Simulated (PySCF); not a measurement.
Nb(NH)(F)2(OH) (F2H2NNbO), SMILES [NH]=[Nb]([OH])([F])[F], multiplicity 1.

Geometry: B3LYP-D3(BJ)/def2-SVP. The spin state was assumed, not searched. The structure was generated by enumeration; whether it is a known compound was not checked. The def2 effective core potentials stand for the cores of Nb; spin–orbit coupling is left out. Other conformers were not sampled.

These are ωB97X/def2-TZVP (PySCF) values and carry that method's errors.

Symmetry labels are those of the subgroup Cs that the program uses (full group Cs).

Computed valence orbital energies around the gap with their symmetry:
```tsv
orbital	symmetry	energy (eV)
HOMO−7	A"	-15.11
HOMO−6	A'	-15.07
HOMO−5	A'	-14.36
HOMO−4	A"	-14.29
HOMO−3	A'	-13.11
HOMO−2	A"	-12.85
HOMO−1	A'	-11.03
HOMO	A"	-10.93
LUMO	A'	0.81
LUMO+1	A"	0.99
LUMO+2	A'	1.39
LUMO+3	A'	1.72
```
